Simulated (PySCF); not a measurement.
Ge(F)(Cl)(OH)2, H2ClFGeO2, SMILES [OH][Ge]([OH])([F])[Cl] (B3LYP/def2-SVP optimised geometry):

```
7

O     -1.543    -1.594    -1.407
Ge    -0.817    -0.830     0.000
O     -1.378    -1.651     1.439
F     -1.318     0.830     0.000
Cl     1.318    -0.830     0.000
H     -1.444    -1.077    -2.219
H     -2.294    -1.954     1.350
```

Calculation: B3LYP/def2-TZVP (PySCF).

Problem. What are the frontier orbital energies and the dipole moment?

Solution. HOMO-2 -9.80 eV, HOMO-1 -9.46 eV, HOMO -9.38 eV, LUMO -1.53 eV, LUMO+1 0.48 eV; dipole moment 1.92 D.

On the same geometry PBE/def2-TZVP in PySCF gives HOMO-2 -8.39 eV, HOMO-1 -8.11 eV, HOMO -8.05 eV, LUMO -2.20 eV, LUMO+1 -0.06 eV; dipole moment 1.91 D.

Meta-Löwdin charges at B3LYP/def2-TZVP: O1 -0.72, Ge2 1.47, O3 -0.71, F4 -0.50, Cl5 -0.26, H6 0.36, H7 0.36.
